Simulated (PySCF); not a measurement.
Job file and geometry (Å, from GFN2-xTB) of an NMR shielding run on `FC(F)(F)[SiH2]C[SiH2]P[SiH3]`, C2H10F3PSi3, GIAO PBE0/pcSseg-1 NMR shielding, non-relativistic, gas phase in PySCF; density fitting, a coarse starting grid and PySCF grid level 2 are the driver's defaults:

```
$ OMP_NUM_THREADS=1 python probes_run.py task.json out

{"job": {"kind": "nmr", "xc": "PBE0", "basis": "pcSseg-1"}, "charge": 0, "multiplicity": 1}
F      4.290399     1.143754    -0.229454
C      2.968082     0.900522    -0.139872
F      2.495329     1.755168     0.793677
F      2.436326     1.310495    -1.311859
Si     2.552904    -0.955684     0.279700
C      0.774796    -1.199032    -0.295455
Si    -0.528076    -0.018468     0.471356
P     -2.503221    -0.955903     0.001377
Si    -3.941763     0.611421     0.667291
H      2.752818    -1.039115     1.724226
H      3.548346    -1.726071    -0.466571
H      0.473561    -2.225746    -0.087479
H      0.732255    -1.087190    -1.380872
H     -0.360414     1.334995    -0.061990
H     -0.395762    -0.003542     1.930698
H     -2.513719    -0.598734    -1.332012
H     -4.063680     0.465568     2.115561
H     -5.212790     0.323522     0.004266
H     -3.515193     1.973291     0.340277
```

Q: What does the program print?

A: 
```
coarse grid: 18128 points
cycle   1  E = -1590.4527857645  dE =  7.054e-01  |g| = 8.727e-01  |ddm| = 3.867e+00
cycle   2  E = -1590.3170355886  dE =  1.358e-01  |g| = 1.290e+00  |ddm| = 1.113e+00
cycle   3  E = -1590.5863472314  dE = -2.693e-01  |g| = 5.015e-02  |ddm| = 6.639e-01
cycle   4  E = -1590.5867109186  dE = -3.637e-04  |g| = 2.722e-02  |ddm| = 6.529e-02
cycle   5  E = -1590.5868590231  dE = -1.481e-04  |g| = 7.710e-03  |ddm| = 2.836e-02
cycle   6  E = -1590.5868747974  dE = -1.577e-05  |g| = 1.604e-03  |ddm| = 1.016e-02
cycle   7  E = -1590.5868754237  dE = -6.263e-07  |g| = 3.821e-04  |ddm| = 2.351e-03
final grid: 158656 points
cycle   8  E = -1590.6567673846  dE = -4.316e-05  |g| = 6.723e-03  |ddm| = 2.550e-02
cycle   9  E = -1590.6567600236  dE =  7.361e-06  |g| = 9.250e-03  |ddm| = 1.107e-02
cycle  10  E = -1590.6567766814  dE = -1.666e-05  |g| = 4.737e-04  |ddm| = 6.193e-03
cycle  11  E = -1590.6567767126  dE = -3.120e-08  |g| = 2.149e-04  |ddm| = 6.481e-04
cycle  12  E = -1590.6567767214  dE = -8.879e-09  |g| = 5.575e-05  |ddm| = 2.435e-04
cycle  13  E = -1590.6567767219  dE = -5.020e-10  |g| = 1.884e-05  |ddm| = 4.918e-05
converged SCF energy = -1590.6567767219

GIAO shielding tensors (ppm)
atom      isotropic    diamagn.    paramagn.     s11        s22        s33       span
  0 F      241.283     467.647    -226.364    143.001    253.170    327.680    184.679
  1 C       47.026     248.543    -201.517     42.365     44.715     53.998     11.633
  2 F      237.784     477.995    -240.211    139.684    252.061    321.607    181.924
  3 F      245.362     478.726    -233.364    144.395    262.894    328.798    184.403
  4 Si     388.612     879.130    -490.517    366.035    373.882    425.920     59.885
  5 C      194.967     260.649     -65.681    183.743    199.041    202.117     18.374
  6 Si     392.139     883.136    -490.997    345.760    397.762    432.895     87.135
  7 P      639.733     970.705    -330.972    575.197    628.625    715.377    140.180
  8 Si     433.938     879.869    -445.931    401.383    435.389    465.043     63.660
  9 H       27.353      28.251      -0.898     24.536     25.304     32.217      7.681
 10 H       27.169      27.224      -0.055     23.273     25.243     32.991      9.718
 11 H       31.685      32.535      -0.850     25.159     30.536     39.358     14.199
 12 H       31.279      34.119      -2.839     26.380     29.985     37.473     11.092
 13 H       26.899      32.871      -5.972     21.633     27.831     31.232      9.599
 14 H       27.409      32.154      -4.744     22.877     27.520     31.832      8.955
 15 H       31.303      32.992      -1.688     24.948     29.068     39.893     14.946
 16 H       27.746      28.917      -1.170     24.178     25.507     33.554      9.375
 17 H       27.535      28.194      -0.658     23.632     25.003     33.972     10.340
 18 H       27.519      28.866      -1.347     23.199     26.329     33.029      9.830
```

Size and cost of the density-fitted run: 231 basis functions, 37 s wall time on 1 thread of an Intel Xeon 6975P-C, shared host; peak memory 1 GiB.
